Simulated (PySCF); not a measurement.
Question: What does the GFN2-xTB structure of `OCCC(F)(F)F` (CF3(CH2)2OH) look like in three dimensions?

Answer: 
Z-matrix in Å and degrees, rows numbered from 1:
```
O 
C   1  1.3993
C   2  1.5389  1  111.98
C   3  1.5126  2  111.10  1  -178.49
F   4  1.3419  3  111.99  2  -179.77
F   4  1.3430  3  112.29  2   -60.14
F   4  1.3398  3  112.71  2    60.05
H   1  0.9641  2  109.65  3   -65.77
H   2  1.0988  1  111.28  3   122.86
H   2  1.0928  1  105.69  3  -119.36
H   3  1.0915  2  109.99  1   -58.58
H   3  1.0928  2  110.72  1    61.91
```

All 3 C–F bonds measure 1.340 to 1.343 Å. The 2 C–C bonds span 1.513 Å (C3–C4, drawn single) to 1.539 Å (C2–C3, drawn single), a spread of 0.026 Å. O1 (alcohol oxygen) is bent (angle 109.7°). Of the pairs four or more bonds apart, F6···H9 is among the closest relative to their van der Waals radii: 2.58 Å, 97 % of the sum of Bondi's values.

Structure optimised with GFN2-xTB, isolated species.

No frequency check. One conformer, not necessarily the lowest (H–O1–C2–C3 -66°, O1–C2–C3–C4 -178°).

All values are computed, not measured.
